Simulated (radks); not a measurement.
Values are calculated unless marked as measured or tabulated.
Problem. Ho VIII, 60 electrons, occupied as [Xe] 4f(5/2: 5, 7/2: 1) (not the ground configuration). Code: a radial shooting solver on a logarithmic mesh with Libxc functionals. Model: Dirac Kohn-Sham, BLYP, spin-unpolarised, spherical densities, finite nucleus; Fermi nuclear charge, rms radius 5.2022 fm.

Spin-orbit splittings of the eigenvalues, e(l+1/2) - e(l-1/2), with zeta = 2 splitting/(2l+1) and mean radii in bohr:

| shell | occ. | splitting (eV) | zeta (eV) | <r> j=l-1/2 | <r> j=l+1/2 |
|---|---|---|---|---|---|
| 2p | 6 | 856.8 | 571.2 | 0.07291 | 0.08008 |
| 3p | 6 | 178.8 | 119.2 | 0.2192 | 0.2327 |
| 3d | 10 | 39.03 | 15.61 | 0.2055 | 0.2097 |
| 4p | 6 | ? | ? | 0.5223 | 0.5515 |
| 4d | 10 | 7.719 | 3.088 | 0.5743 | 0.5840 |
| 4f | 6 | 1.337 | 0.3819 | 0.6574 | 0.6632 |
| 5p | 6 | 7.859 | 5.239 | 1.228 | 1.292 |

Estimate the 4p splitting.

Solution. 41.40 eV (zeta = 27.60 eV).
